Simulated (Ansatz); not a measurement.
Stepwise reaction of `NB(S)S` with hydrogen chloride, as a gas-phase model of exchange steps in deposition or etching. ΔE in kJ/mol; ΔG adds harmonic PBE0-D4 terms to CCSD(T)/CBS, at 1 bar.

Gas-phase electronic energies from Ansatz, PBE0-D4/def2-TZVP geometries. CCSD(T)/CBS adds triple-zeta CCSD(T) − MP2 to the extrapolated MP2 energy (def2 sets, frozen cores). This one scheme is used for every species. DFT in def2-TZVPP. B3LYP here is the variant with VWN-RPA as its local correlation; programs differ in this. One conformer a species, not always the lowest.

```json
{"step": "1", "reaction": "`NB(S)S` + HCl → `NB(S)Cl` + H₂S", "PBE-D4": "-22.3", "B3LYP-D4": "-25.7", "ωB97M-V": "-27.2", "CCSD(T)/CBS": "-24.0", "ΔG(500 K)": "-26.0"}
{"step": "2", "reaction": "`NB(S)Cl` + HCl → `NB(Cl)Cl` + H₂S", "PBE-D4": "-21.6", "B3LYP-D4": "-24.4", "ωB97M-V": "-26.1", "CCSD(T)/CBS": "-22.8", "ΔG(500 K)": "-25.0"}
```

By hand: ΔE of the 2 steps together at CCSD(T)/CBS.

(-24.0) + (-22.8) = -46.8 kJ/mol, or -23.4 kJ/mol a step.

In ΔE the steps differ by no more than 1.2 kJ/mol. All are downhill at CCSD(T)/CBS. ΔG lies between -26.0 and -25.0 kJ/mol a step. PBE-D4 differs from CCSD(T)/CBS by 1.2 to 1.7 kJ/mol a step. Isolated molecules leave out the surface, adducts and barriers. Largest T1 diagnostic: 0.012.
